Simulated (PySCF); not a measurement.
CdHISe, SMILES [SeH][Cd][I].

Geometry: PBE0-D3(BJ)/def2-SVP. The structure was generated by enumeration; whether it is a known compound was not checked. The def2 effective core potentials stand for the cores of Cd, I; spin–orbit coupling is left out. The values are those of a single conformer.

The numbers are results of PBE/def2-TZVPD (PySCF), not measurements.

Symmetry labels are those of the subgroup Cs that the program uses (full group Cs).

Computed valence orbital energies around the gap with their symmetry:
```
orbital  symmetry  energy (eV)
-------  --------  -----------
HOMO−7         A"       -13.56
HOMO−6         A'       -13.56
HOMO−5         A'        -9.66
HOMO−4         A'        -8.64
HOMO−3         A'        -7.43
HOMO−2         A"        -6.65
HOMO−1         A'        -6.61
HOMO           A"        -6.08
LUMO           A'        -2.81
LUMO+1         A'        -1.70
LUMO+2         A"        -1.32
LUMO+3         A'        -0.88
```
